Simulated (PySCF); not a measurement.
H3NSZn, singlet, at a GFN2-xTB geometry (such geometries of metal compounds can be far from the true shape). Base run: PBE/6-31G (PySCF).

PySCF was given this input:
```python
from pyscf import gto, scf, dft, solvent

mol = gto.M(
    atom='''
Zn   -0.143421    0.087045   -0.395407
N    -0.175423    1.671946   -1.341827
H    -1.085551    2.053410   -1.564527
H     0.355430    1.705488   -2.202255
S     0.392425   -0.992103    1.492027
H    -0.018098   -2.200234    1.149356
''',
    basis='6-31g',
    charge=0,
    spin=0,
    verbose=4,
)

mf = dft.RKS(mol)
mf.xc = 'pbe'
mf.kernel()
```

Each row names what was changed in the base input (with any setting that the change needs).

```csv
change,ΔE vs base (kcal/mol),dipole (D),HOMO-LUMO gap (eV)
base,0.000,3.80,3.40
model = IEF-PCM; solvent = water; vdw_scale = 1.1,-27.23,6.20,4.11
model = COSMO; solvent = water,-17.77,5.74,3.92
model = SS(V)PE; solvent = water,-17.53,5.70,3.91
model = IEF-PCM; solvent = water; vdw_scale = 1.4,-8.44,5.07,3.67
model = ddCOSMO; solvent = water,-18.91,5.74,3.95
model = C-PCM; solvent = water,-17.92,5.75,3.92
model = IEF-PCM; solvent = water,-17.77,5.74,3.91
model = IEF-PCM; solvent = water; vdw_scale = 1.0,-42.90,6.73,4.36
model = IEF-PCM; solvent = chloroform,-11.84,5.07,3.71
model = IEF-PCM; solvent = toluene,-7.45,4.59,3.58
model = IEF-PCM; solvent = 2-propanol,-16.42,5.58,3.87
```

The base is the gas phase, so ΔE is the electrostatic part of solvation at a fixed geometry, without cavity and dispersion terms.
